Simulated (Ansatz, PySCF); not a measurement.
C₂H₆AlCl, triplet, geometry from GFN2-xTB (such geometries of metal compounds can be far from the true shape) (a higher spin typed on purpose: for a closed-shell molecule this is an excited state). Base run: R2SCAN/def2-SVPD run with PySCF.

PySCF was given this input:
```python
from pyscf import gto, scf, dft

mol = gto.M(
    atom='''
Al    0.27124112    0.58615795    0.37960008
C     1.86787064   -0.78580438   -0.09423932
H     1.50074856   -1.73997665   -0.45832241
H     2.52835634   -0.91152303    0.75481727
H     2.36361712   -0.24113003   -0.89325914
C    -0.27691568   -0.98774869    1.75013729
H    -0.47945400   -1.92642443    1.24452288
H    -1.19293851   -0.57600077    2.16514718
H     0.47678327   -1.10469076    2.51903656
Cl   -1.07464571    0.56005945   -1.18836066
''',
    basis='def2-svpd',
    spin=2,
    verbose=4,
)

mf = dft.UKS(mol)
mf.xc = 'r2scan'
mf.kernel()
```

The same geometry, method and basis name were run in Ansatz (a program for electronic structure) and PySCF, at each program's defaults and at the settings that a row names. The base is PySCF at its defaults. Differences at the defaults can come from grids, fitting, cores and function types together.

| code and settings | ΔE vs base (µEh) | basis functions | E (Eh) | SCF cycles | dipole (D) |
|---|---|---|---|---|---|
| PySCF, defaults (exact integrals, its default grid, spherical functions) | 0.0 | 139 | -782.04504 | 12 | 2.87 |
| Ansatz, defaults (factorised integrals, its default grid, spherical functions) | 60.0 | 139 | -782.04498 | - | - |
| PySCF, density fitting with def2-universal-jkfit | -78.3 | 139 | -782.04512 | 12 | 2.87 |
| PySCF, fine grid | 80.9 | 139 | -782.04496 | 12 | 2.87 |
| Ansatz, high accuracy | 61.3 | 139 | -782.04498 | - | - |

Open shells are given as the SCF converged; they aren't shown to be the lowest states, and a large step between rows can be another state.
